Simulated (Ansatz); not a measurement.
System: CH4FSi, net charge -1, singlet state. It need not be the lowest isomer of its formula. Whether it binds its extra electron was not tested at this geometry. SMILES: [CH2-][SiH2]F
Coordinates optimised at B3LYP-D3(BJ)/def2-TZVP (Ansatz, a program for electronic structure):
```
Si
F 1 1.6783
C 1 1.7464 2 123.48
H 3 1.0884 1 121.24 2 -78.31
H 3 1.0884 4 113.71 1 -158.25
H 1 1.5043 2 98.38 3 125.03
H 1 1.5043 6 108.22 2 -101.74
```
Charge -1, spin multiplicity 1.

Parts of the frozen-core correlation energy in aug-cc-pV(T+d)Z (Ansatz, hartree). Frozen orbitals: 7; correlated occupied orbitals by spin: 10 and 10; virtual: 222 and 222. Spin-orbit coupling is left out. Non-relativistic.

```json
[
 {"term": "reference (HF)", "value": "-428.66697"},
 {"term": "MP2 opposite-spin", "value": "(withheld)"},
 {"term": "MP2 same-spin", "value": "(withheld)"},
 {"term": "CCSD correlation", "value": "-0.61296"},
 {"term": "(T)", "value": "(withheld)"},
 {"term": "T1 diagnostic", "value": "0.013"},
 {"term": "largest doubles amplitude", "value": "0.018"}
]
```

Q: Fill in the missing entries.

A: 
- MP2 opposite-spin, value: -0.45343
- MP2 same-spin, value: -0.13675
- (T), value: -0.02354
